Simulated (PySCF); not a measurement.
Basis and Hamiltonian dependence of the excitation energy of Ta⁺

Ta⁺ [Xe] 4f14 5d3 6s1 (5F) → Ta⁺ [Xe] 4f14 5d3 6p1 (high-spin determinant). All values are computed (PySCF 2.14, energy differences of UHF-based or UKS calculations, no spin-orbit coupling). Values in eV.

```csv
basis,Hamiltonian,functions,UHF,PBE,PBE0,MP2 (valence),CCSD(T) (valence)
aug-cc-pVDZ-PP with ECP60MDF,ECP,54,4.821,5.049,5.021,4.884,4.581
def2-TZVPPD with the def2 core potential (60 electrons),ECP,59,4.874,5.149,5.111,4.957,4.734
def2-QZVPPD with the def2 core potential (60 electrons),ECP,84,4.844,5.104,5.070,4.927,4.677
ANO-RCC-VTZP,spin-free X2C,104,4.959,5.208,5.156,5.022,n/a
```

Frozen in the all-electron rows: valence: [Xe] 4f14; with a core potential, the same shells as far as they lie outside it.

One determinant mixes LS terms of the configuration, so the numbers do not refer to single terms.
